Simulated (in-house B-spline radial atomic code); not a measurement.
Successive ionisation energies of cadmium; each step leads to the configuration of the next row (after the last: [Ar] 3d4). Dirac energy differences include first-order Breit, QED and recoil terms. NIST's values go from ground level to ground level; the uncertainty of those that are theory runs from under 0.1 % in few-electron ions to several per cent in heavy many-electron ones. Computed with an all-electron radial atomic-structure program (B-spline basis): Dirac-Hartree-Fock, average of the configuration, finite nuclei.

```json
{"ion": "Cd10+", "configuration": "[Kr] 4d2", "ionisation energy (eV)": "193.5", "tabulated value (eV)": "195", "tabulated kind": "tabulated theory", "computed minus tabulated (eV)": "-1.5", "highest orbital": "4d5/2", "largest mean radius (bohr)": "0.97917"}
{"ion": "Cd11+", "configuration": "[Kr] 4d1", "ionisation energy (eV)": "217.0", "tabulated value (eV)": "218", "tabulated kind": "tabulated theory", "computed minus tabulated (eV)": "-1.0", "highest orbital": "4d5/2", "largest mean radius (bohr)": "0.95774"}
{"ion": "Cd12+", "configuration": "[Ar] 3d10 4s2 4p6", "ionisation energy (eV)": "307.3", "tabulated value (eV)": "305", "tabulated kind": "tabulated theory", "computed minus tabulated (eV)": "2.3", "highest orbital": "4p3/2", "largest mean radius (bohr)": "0.86675"}
{"ion": "Cd13+", "configuration": "[Ar] 3d10 4s2 4p5", "ionisation energy (eV)": "333.5", "tabulated value (eV)": "329", "tabulated kind": "tabulated theory", "computed minus tabulated (eV)": "4.5", "highest orbital": "4p3/2", "largest mean radius (bohr)": "0.85442"}
{"ion": "Cd14+", "configuration": "[Ar] 3d10 4s2 4p4", "ionisation energy (eV)": "?", "tabulated value (eV)": "?", "tabulated kind": "tabulated theory", "computed minus tabulated (eV)": "?", "highest orbital": "?", "largest mean radius (bohr)": "?"}
{"ion": "Cd15+", "configuration": "[Ar] 3d10 4s2 4p3", "ionisation energy (eV)": "387.4", "tabulated value (eV)": "385", "tabulated kind": "tabulated theory", "computed minus tabulated (eV)": "2.4", "highest orbital": "4p3/2", "largest mean radius (bohr)": "0.83215"}
{"ion": "Cd16+", "configuration": "[Ar] 3d10 4s2 4p2", "ionisation energy (eV)": "415.2", "tabulated value (eV)": "421", "tabulated kind": "tabulated theory", "computed minus tabulated (eV)": "-5.8", "highest orbital": "4p3/2", "largest mean radius (bohr)": "0.82163"}
{"ion": "Cd17+", "configuration": "[Ar] 3d10 4s2 4p1", "ionisation energy (eV)": "443.5", "tabulated value (eV)": "452.6", "tabulated kind": "semi-empirical", "computed minus tabulated (eV)": "-9.1", "highest orbital": "4p3/2", "largest mean radius (bohr)": "0.81147"}
{"ion": "Cd18+", "configuration": "[Ar] 3d10 4s2", "ionisation energy (eV)": "513.3", "tabulated value (eV)": "513", "tabulated kind": "tabulated theory", "computed minus tabulated (eV)": "0.3", "highest orbital": "4s1/2", "largest mean radius (bohr)": "0.77094"}
{"ion": "Cd19+", "configuration": "[Ar] 3d10 4s1", "ionisation energy (eV)": "544.8", "tabulated value (eV)": "546.19", "tabulated kind": "semi-empirical", "computed minus tabulated (eV)": "-1.3", "highest orbital": "4s1/2", "largest mean radius (bohr)": "0.76233"}
{"ion": "Cd20+", "configuration": "[Ar] 3d10", "ionisation energy (eV)": "965.6", "tabulated value (eV)": "963", "tabulated kind": "tabulated theory", "computed minus tabulated (eV)": "2.6", "highest orbital": "3d5/2", "largest mean radius (bohr)": "0.35264"}
{"ion": "Cd21+", "configuration": "[Ar] 3d9", "ionisation energy (eV)": "1033.0", "tabulated value (eV)": "1026", "tabulated kind": "tabulated theory", "computed minus tabulated (eV)": "7.0", "highest orbital": "3d5/2", "largest mean radius (bohr)": "0.34922"}
{"ion": "Cd22+", "configuration": "[Ar] 3d8", "ionisation energy (eV)": "?", "tabulated value (eV)": "?", "tabulated kind": "tabulated theory", "computed minus tabulated (eV)": "?", "highest orbital": "?", "largest mean radius (bohr)": "?"}
{"ion": "Cd23+", "configuration": "[Ar] 3d7", "ionisation energy (eV)": "1172.5", "tabulated value (eV)": "1167", "tabulated kind": "tabulated theory", "computed minus tabulated (eV)": "5.5", "highest orbital": "3d5/2", "largest mean radius (bohr)": "0.34366"}
{"ion": "Cd24+", "configuration": "[Ar] 3d6", "ionisation energy (eV)": "?", "tabulated value (eV)": "?", "tabulated kind": "tabulated theory", "computed minus tabulated (eV)": "?", "highest orbital": "?", "largest mean radius (bohr)": "?"}
{"ion": "Cd25+", "configuration": "[Ar] 3d5", "ionisation energy (eV)": "1318.4", "tabulated value (eV)": "1320", "tabulated kind": "tabulated theory", "computed minus tabulated (eV)": "-1.6", "highest orbital": "3d5/2", "largest mean radius (bohr)": "0.33825"}
```

Problem. Fill in the row of Cd14+.

Solution. ionisation energy (eV): 360.2; tabulated value (eV): 358; computed minus tabulated (eV): 2.2; highest orbital: 4p3/2; largest mean radius (bohr): 0.84307.

Problem. Fill in the row of Cd22+.

Solution. ionisation energy (eV): 1101.9; tabulated value (eV): 1095; computed minus tabulated (eV): 6.9; highest orbital: 3d5/2; largest mean radius (bohr): 0.34638.

Problem. Fill in the row of Cd24+.

Solution. ionisation energy (eV): 1244.7; tabulated value (eV): 1237; computed minus tabulated (eV): 7.7; highest orbital: 3d5/2; largest mean radius (bohr): 0.34094.

Problem. Where is the largest jump?

Solution. From Cd19+ to Cd20+, by a factor of 1.77 (544.84 to 965.62 eV); the highest orbital goes from 4s1/2 to 3d5/2.

Where a p, d or f electron is removed, the computed value is a mean over both j, so it misses the tabulated one by a part of the spin-orbit splitting; averaging over terms and missing correlation add to the gap, relatively most at low charge.
